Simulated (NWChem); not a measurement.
System: CH6BFO2Si; SMILES OB(O)C[SiH2]F

Here is an NWChem input.

```
start job
memory heap 200 mb stack 900 mb global 1100 mb
geometry units angstroms noautoz
  Si     0.005621     1.320477    -0.433730
  F      0.015167     2.768747     0.292278
  C      0.010677    -0.048687     0.847324
  B     -0.001553    -1.488726     0.169120
  O     -1.159885    -2.137450    -0.163945
  O      1.145039    -2.150503    -0.178567
  H      1.215979     1.234080    -1.293395
  H     -1.218358     1.240645    -1.274451
  H     -0.865140     0.094554     1.495484
  H      0.896682     0.086716     1.482898
  H     -1.949191    -1.644423     0.093969
  H      1.943122    -1.666443     0.068961
end
basis spherical
  * library 3-21g
end
dft
  xc b3lyp
  iterations 150
end
tddft
  cis
  nroots 6
  notriplet
end
task tddft energy
```

STO-3G and 3-21G are far too small for this property and stand as cheap habits. The geometry was optimised at B3LYP/6-31G* (spherical d).

Vertical excitations in the gas phase.

**Question.** Predict the main results of this run. (B3LYP/3-21G, TDA.) Quantities: basis functions; lowest excitation, singlet (eV); oscillator strength of that lowest state; orbital gap (eV).

**Answer.** The number of basis functions is 70 and the lowest excitation, singlet (eV) is 7.71. The oscillator strength of that lowest state is 0.014 and the orbital gap (eV) comes out as 8.70.
